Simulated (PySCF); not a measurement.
Gas-phase equilibrium of 1 mol GeF4, 0.16 mol H2 at 1600 K and 10.0 bar, among 16 species (GeH4, Ge2H6, F2, GeF2, GeF3, F, H, GeH3F, GeHF3, HF, H2, Ge3H8, GeH3, GeH2F2, GeH2, GeF4). Only gases are allowed; each row takes one source of thermochemistry for all species, and Cantera finds the minimum.

Method: PySCF energies plus ideal-gas RRHO corrections (1 bar). † marks an energy on the PBE0/def2-TZVP geometry and frequencies; other levels use their own. Open shells (unrestricted) among the columns below: GeF3 (multiplicity 2), F (multiplicity 2, electronic degeneracy 6); the rest are closed-shell singlets. Spin-orbit splitting is ignored; it lowers the true energy and changes the entropy of F. B3LYP is the form with VWN-RPA correlation. Ge: all electrons, no relativistic terms. GeF3: computed as isolated molecules; such fragments, hydroxides, amides, oligomers or adducts are transient or little studied in the gas. The harmonic model lacks anharmonicity and excited electronic states, which grow with temperature; levels with a mode under 35 cm⁻¹ are left out.

Molecules larger than those listed are left out, and so are free Ge atoms, whose spin-orbit terms are large. Also missing: (HF)n, which can matter at low temperature or high pressure. Table species left out: H2F2, H3F3, H4F4.

Mole fractions:

```csv
thermochemistry,x GeF4,x HF,x GeF2,x GeF3,x F
B3LYP/def2-TZVP†,0.64,0.24,0.12,0.00032,1.2e-6
HF/def2-TZVP†,0.63,0.24,0.12,0.0018,0.0014
PBE/def2-SVP,0.64,0.24,0.12,0.00063,1.2e-7
LDA/def2-TZVP†,0.64,0.24,0.12,0.00030,5.8e-10
ωB97M-V/def2-TZVP†,0.64,0.24,0.12,0.00022,3.8e-7
ωB97X-V/def2-TZVP†,0.64,0.24,0.12,0.00022,2.1e-7
```
The most sensitive of these is F: it spans a factor of 10^6.4 over these rows; at this temperature one factor of ten is RT ln 10 = 31 kJ/mol.
